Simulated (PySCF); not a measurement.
C₆H₁₁, doublet, geometry from GFN2-xTB, with bond 11-3 at 1.3 times its length. Base run: DF-SVWN5/6-31G** run with PySCF.

Here is a job for PySCF.
```python
from pyscf import gto, scf, dft

mol = gto.M(
    atom='''
C     0.19478157   -1.25324961    0.66510359
C     1.29355223   -0.65266075   -0.11539714
C     1.20459504    0.89197226   -0.14572493
C    -0.24522720    1.38706484   -0.06610315
C    -1.22077647    0.33666712   -0.59021356
C    -1.19894589   -0.87088281    0.34556464
H     0.38770307   -1.97963011    1.43349995
H     2.26421590   -0.96103143    0.27476890
H     1.23693489   -1.00504949   -1.15640594
H     1.76993495    1.29982118    0.69345874
H     1.81469743    1.36056776   -1.33821194
H    -0.35038401    2.31576577   -0.62985473
H    -0.50361772    1.60067580    0.97347952
H    -2.22943140    0.75097965   -0.64284780
H    -0.92966226    0.03724000   -1.59851942
H    -1.74394039   -1.71069273   -0.11367362
H    -1.74353349   -0.63397547    1.26974055
''',
    basis='6-31g**',
    spin=1,
    verbose=4,
)

mf = dft.UKS(mol)
mf.xc = 'lda,vwn'
mf = mf.density_fit(auxbasis='def2-universal-jkfit')
mf.kernel()
```

The base run was repeated with changes; each row names its change, and settings that it needs were set with it.

```tsv
change	ΔE vs base (µEh)	SCF cycles	<S^2>	outcome
base	0.0	11	0.752	converged
damp = 0.5; diis_start_cycle = 5	0.0	12	0.752	converged
level_shift = 0.1 (with mf.max_cycle = 100)	0.0	11	0.752	converged
init_guess = 1e	0.0	15	0.752	converged
init_guess = atom	0.0	12	0.752	converged
conv_tol = 1e-7	0.0	9	0.752	converged
diis = off; damp = 0.6 (with mf.diis_start_cycle = 200; with mf.max_cycle = 150)	0.0	20	0.752	converged
conv_tol = 1e-6	0.0	8	0.752	converged
solver = newton; init_guess = 1e	0.0	-	0.752	converged
level_shift = 0.5 (with mf.max_cycle = 100)	0.0	20	0.752	converged
DIIS = EDIIS	-	50	-	not converged
diis_space = 12	0.0	11	0.752	converged
diis = off; damp = 0.3 (with mf.diis_start_cycle = 200; with mf.max_cycle = 150)	-	-	-	cut at the time limit
```

Open shells are given as the SCF converged; they aren't shown to be the lowest states, and a large step between rows can be another state.
